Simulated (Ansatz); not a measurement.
`[CH3][GeH2][SiH2]Cl` + CH₃SH → `C[S][GeH2][CH3]` + `[SiH3]Cl`  (cleavage of the Ge–Si bond)

Calculated with Ansatz (gas phase, PBE0-D4/def2-TZVP geometries, no zero-point term in ΔE). CCSD(T)/CBS is the MP2 limit (def2-TZVPP, def2-QZVPP) plus CCSD(T) − MP2 in def2-TZVPP, frozen cores. This one scheme is used for every species. Functionals use def2-TZVPP. For Ge outer-core shells are correlated without core-valence functions, which leaves a few kJ/mol of doubt a bond. Scalar relativity is left out up to krypton. One conformer a species, not always the lowest.

```json
{"level": "PBE-D4", "ΔE (kcal/mol)": "-5.9"}
{"level": "PBE0", "ΔE (kcal/mol)": "-6.5"}
{"level": "CCSD(T)/def2-TZVPP", "ΔE (kcal/mol)": "-8.2"}
{"level": "HF/CBS(def2)", "ΔE (kcal/mol)": "-10.2"}
```

What does CCSD(T)/CBS give? (Estimate.)

Ansatz gave: -8.0 kcal/mol. The listed levels differ from it by 2.1, 1.5, -0.2, -2.2 kcal/mol.

Largest T1 diagnostic among the species: 0.010.
